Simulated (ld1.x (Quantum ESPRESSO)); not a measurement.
## molybdenum (Mo) PAW: all-electron and pseudo phase curves

| Property | Result |
| --- | --- |
| Element | molybdenum |
| Generator | ld1.x (Quantum ESPRESSO) 7.5 |
| Type | PAW |
| Functional | PBEsol |
| Relativity | scalar-relativistic |
| Frozen core | [Ar] 3d10 4s2 |
| Valence charge | 12 |
| Reference configuration | 4p6 4d5 5s0 5p0 (charge +1) |
| Partial waves | 5s (bound, empty): rcut 2.30, rcutus 2.85 bohr; 5s channel at 0.3 Ry: rcut 2.30, rcutus 2.85 bohr; 4p (bound): rcut 2.30, rcutus 2.50 bohr; 5p (bound, empty): rcut 2.30, rcutus 2.50 bohr; 4d (bound): rcut 1.75, rcutus 2.30 bohr; 4d channel at -0.4 Ry: rcut 1.75, rcutus 2.30 bohr |
| Local potential | all-electron potential smoothed inside 2.70 bohr (lloc = -1) |
| Core correction | a·sin(br)/r model core inside 2.05 bohr |
| Augmentation charge | BESSEL, radius 1.75 bohr |

The phase is arctan(r·u′/u) with u = r·R(r), unwrapped; energies in Ry, scanned from -5 to 5 Ry. A pole is an energy at which the radial function vanishes at the test radius. The pseudo phase is shifted by a multiple of π to meet the all-electron one at the reference energy, and phase errors are pseudo minus all-electron; the curves can meet again beyond the range given. Levels narrower than the energy grid can be missing from the lists of poles.

```csv
channel,radius (bohr),reference energy (Ry),"poles, all-electron","poles, pseudo",unbroken range about the reference energy with phases within 0.05 rad,phase error 1 Ry above the reference energy (rad)
s,3.10,-0.72,0.73,"0.73, 2.12",below 1.9,+0.000
p,3.10,-0.43,"-3.30, 1.68","-3.30, 1.77",below 3.3,+0.005
d,3.10,-0.77,"-0.53, 3.51","-0.53, 3.54",the whole range,-0.000
```

Phases in the p channel:

```
E (Ry)  all-electron  pseudo
 -5.00         1.409   1.409
 -4.74         1.403   1.403
 -4.48         1.396   1.396
 -4.22         1.387   1.387
 -3.96         1.376   1.376
 -3.70         1.357   1.358
 -3.44         1.277   1.277
 -3.18        -1.724  -1.723
 -2.92        -1.769  -1.768
 -2.66        -1.791  -1.790
 -2.40        -1.812  -1.811
 -2.14        -1.835  -1.834
 -1.88        -1.863  -1.863
 -1.62        -1.901  -1.900
 -1.36        -1.952  -1.951
 -1.10        -2.028  -2.027
 -0.84        -2.154  -2.154
 -0.58        -2.396  -2.395
 -0.32        -2.912  -2.911
 -0.06        -3.681  -3.679
  0.20        -4.167  -4.163
  0.46        -4.395  -4.390
  0.72        -4.518  -4.512
  0.98        -4.594  -4.588
  1.24        -4.648  -4.640
  1.50        -4.688  -4.679
  1.76        -4.722  -4.711
  2.02        -4.752  -4.738
  2.28        -4.779  -4.763
  2.54        -4.808  -4.786
  2.80        -4.838  -4.810
  3.06        -4.873  -4.835
  3.32        -4.916  -4.862
  3.58        -4.974  -4.894
  3.84        -5.062  -4.934
  4.10        -5.215  -4.986
  4.36        -5.536  -5.061
  4.62        -6.250  -5.179
  4.88        -7.008  -5.390
```
